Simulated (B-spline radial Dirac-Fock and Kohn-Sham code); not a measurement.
**Te⁷⁺: non-radiative channels of the 2s vacancy**

System: tellurium as Te⁷⁺, configuration [Kr] 4d9.

Input file task.json (cfg lists n, l and occupation; rrms is the nuclear radius in fm):

```json
{"items": [{
  "Z": 52,
  "q": 7,
  "cfg": [[1, 0, 2], [2, 0, 2], [2, 1, 6], [3, 0, 2], [3, 1, 6], [3, 2, 10], [4, 0, 2], [4, 1, 6], [4, 2, 9]],
  "A": 130,
  "rrms": 4.7423,
  "do": ["binding", "quiet", "decay"],
  "holes": ["K", "L1", "L2", "L3", "M1", "M2", "M3", "M4", "M5", "N1", "N2", "N3"]
}]}
```

Command: `python xray_run.py task.json out`

These are calculated numbers from a radial finite-basis atomic code; the model is independent-particle radiative and Coulomb Auger rates from relativistic LDA hole-state orbitals, with Dirac-Fock energies. Kinetic energies are configuration averages from the vacuum level; the two-hole energies are estimated from single-hole states.

```
transition  kinetic energy (eV)  width (meV)  share (%)
   L1-L2N1                14.33          188        6.2
   L1-L2N2                64.68          127        4.2
   L1-L2N3                74.82          167        5.6
   L1-L2N4                157.4         43.1        1.4
   L1-L2N5                159.0         72.2        2.4
   L1-L3N1                285.3          250        8.3
   L1-L3N2                335.0          111        3.7
   L1-L3N3                346.1          208        6.9
   L1-L3N4                428.1          189        6.3
   L1-L3N5                430.0          246        8.2
   L1-M1M1               2761.3         43.9        1.5
   L1-M1M2               2905.6         87.7        2.9
   L1-M1M3               2958.1          163        5.4
   L1-M1M4               3189.7          132        4.4
   L1-M1M5                    –          186        6.2
   L1-M2M5                    –         49.5        1.6
   L1-M3M4               3377.4         34.2        1.1
   L1-M4M5                    –          270        9.0
   L1-M5M5                    –         75.3        2.5
   L1-M1N3               3681.8         32.2        1.1
   L1-M1N5               3765.2         26.7        0.9
   L1-M5N1                    –         26.2        0.9
   L1-M4N5               4191.9         28.8        1.0
   L1-M5N4                    –         28.3        0.9
```

A dash stands for an energy that rests on an unreliable hole state.

Coster-Kronig rates are the weakest part of this model and often come out 1.5 to 2.5 times too large. The listed channels hold 92 % of the non-radiative rate. Summed by principal shells, of 3.02 eV in all: LLN 53.2 %, LMM 36.0 %, LMN 10.1 %, LNN 0.7 %.
